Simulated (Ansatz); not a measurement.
`O[Si](O)([SiH3])Br` + H₂ → `O[SiH](O)[SiH3]` + HBr  (hydrogenolysis of the Si–Br bond)

Program: Ansatz. Geometries: PBE0-D4/def2-TZVP. ΔE: electronic, gas phase. CCSD(T)/CBS is the MP2 limit (def2-TZVPP, def2-QZVPP) plus CCSD(T) − MP2 in def2-TZVPP, frozen cores. This one scheme is used for every species. Functionals use def2-TZVPP. B3LYP here is the variant with VWN-RPA as its local correlation; programs differ in this. HSE06 is defined as in plane-wave codes. For Br outer-core shells are correlated without core-valence functions, which leaves a few kJ/mol of doubt a bond. Scalar relativity is left out up to krypton. Each species was taken in one conformer, which may not be the lowest.

`O[Si](O)([SiH3])Br`:

```xyz
10

O    -1.796    0.637   -0.447
Si   -0.187    0.600   -0.208
O     0.200    1.705    0.937
Si    0.404   -1.597    0.304
Br    0.918    1.202   -2.069
H    -2.214    1.486   -0.608
H     1.049    2.145    0.858
H     1.873   -1.643    0.527
H     0.048   -2.487   -0.830
H    -0.294   -2.048    1.537
```

H₂:

Z-matrix (Å, degrees):
```
H
H 1 0.746
```

`O[SiH](O)[SiH3]`:

Z-matrix (Å, degrees):
```
Si
O 1 1.647
Si 1 2.344 2 104.5
O 1 1.648 2 112.8 3 -122.1
H 1 1.486 2 110.8 3 123.0
H 2 0.959 1 117.7 3 -172.2
H 3 1.487 1 111.3 2 55.4
H 3 1.490 1 109.9 2 -65.1
H 3 1.489 1 110.0 2 175.9
H 4 0.959 1 117.5 2 65.5
```

HBr:

Z-matrix (Å, degrees):
```
Br
H 1 1.420
```

```tsv
level	ΔE (kcal/mol)	difference from CCSD(T)/CBS
PBE0-D4	23.0	-0.2
r2SCAN0-D4	23.8	0.6
HSE06-D4	23.1	-0.1
BHLYP-D4	22.8	-0.4
CAM-B3LYP-D4	21.2	-2.0
B2PLYP	21.3	-1.9
B3LYP	19.7	-3.5
RPA@PBE/def2-TZVPP	19.4	-3.8
HF/def2-SVP	15.9	-7.3
MP2/def2-SVP	20.5	-2.7
CCSD/def2-SVP	17.0	-6.2
CCSD(T)/def2-SVP	17.6	-5.6
HF/def2-TZVPP	18.6	-4.6
CCSD/def2-TZVPP	20.2	-3.0
CCSD(T)/def2-TZVPP	21.2	-2.0
MP2/CBS(def2)	26.0	2.8
CCSD(T)/CBS	23.2	0
```

Largest T1 diagnostic among the species: 0.013.

Leaving LDA and LC-ωPBE aside and taking each functional with its dispersion term where it has one, the values, not all of them listed here, spread over 3.0 kcal/mol, from CAM-B3LYP-D4 to r2SCAN-D4. LDA lies +0.8 kcal/mol from PBE without D4. The D4 term adds +3.0 kcal/mol with B3LYP and +1.6 kcal/mol with PBE0; it sums over pairs of atoms, weighted by their polarisabilities, and B3LYP, whose exchange is more repulsive, gets the larger term.
